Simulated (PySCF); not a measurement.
Structure with atom numbers: `[CH3:1][C@@H:2]1[O:3][S@@:4](=[O:5])[O:6][C@@:7]1([CH3:8])[F:9]` (H(Xn): hydrogen on atom n).

Geometry: GFN2-xTB; GIAO shifts from PySCF 2.14, gas phase, non-relativistic, averaged over equivalent atoms.

At B97-D/pcSseg-1 (195 basis functions, 49 s wall time on 1 thread of an Arm Neoverse V1, shared host):
```
atoms  δ (ppm)
   C7    121.9
   C2     91.9
   C8     22.7
   C1     22.1
   O5    321.7
   O6    257.4
   O3    226.1
   F9   -117.1
H(C2)     5.08
H(C8)     1.67
H(C1)     1.23
```

Chemical shifts δ = σref − σ; TMS for $^{13}$C (181.77 ppm), $^{1}$H (31.85 ppm); H2O for $^{17}$O (332.11 ppm); CFCl3 for $^{19}$F (147.98 ppm), all at this level.

Q: Predict the values at PBE0/pcSseg-1 on the same geometry.

A: 
```csv
atoms,δ at PBE0/pcSseg-1,change
C7,120.0,-1.9
C2,89.6,-2.3
C8,22.4,-0.3
C1,21.2,-0.9
O5,316.7,-5.0
O6,251.1,-6.3
O3,216.6,-9.5
F9,-105.2,+11.9
H(C2),4.94,-0.14
H(C8),1.65,-0.02
H(C1),1.20,-0.03
```

Shifts are taken against calculated references (same method and geometry level): $^{13}$C (σ = 186.93 ppm) and $^{1}$H (σ = 31.72 ppm) vs TMS; $^{17}$O (σ = 336.08 ppm) against H2O; CFCl3 for $^{19}$F (σ = 170.95 ppm).

The largest change is at F9 (fluorine on an sp3 carbon). Cost: 195 basis functions, 38 s wall time on 1 thread of an Arm Neoverse V1, shared host. The order of the carbon signals is the same at both levels.

Unscaled 19F shifts against computed CFCl3 carry errors that often reach 10 to 50 ppm. Unscaled 17O shifts of doubly bonded oxygen tend to come out too high, by tens of ppm or more. Experimental scales use liquid or dissolved standards, which lie at an offset from isolated H2O (liquid H2O: subtract about 36 ppm).
